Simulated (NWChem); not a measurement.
System: CH₃F₂OV; SMILES [F][V]([F])(=[O])[CH3]

Not confirmed as a minimum by frequencies.

**Question.** Give the equilibrium geometry at PBE0/def2-SVP (NWChem) as a list of bonds and angles, with the point group.

**Answer.** point group Cs; any orientation.
Bonded distances (Å): V1–O2 1.538, V1–F3 1.708, V1–F4 1.708, V1–C5 1.986, C5–H6 1.100, C5–H7 1.102, C5–H8 1.100. Bond angles (°): O2–V1–F3 110.7, O2–V1–F4 110.7, O2–V1–C5 103.3, F3–V1–F4 115.9, F3–V1–C5 107.6, F4–V1–C5 107.6, V1–C5–H6 108.5, V1–C5–H7 106.8, V1–C5–H8 108.5, H6–C5–H7 111.3, H6–C5–H8 110.2, H7–C5–H8 111.3.
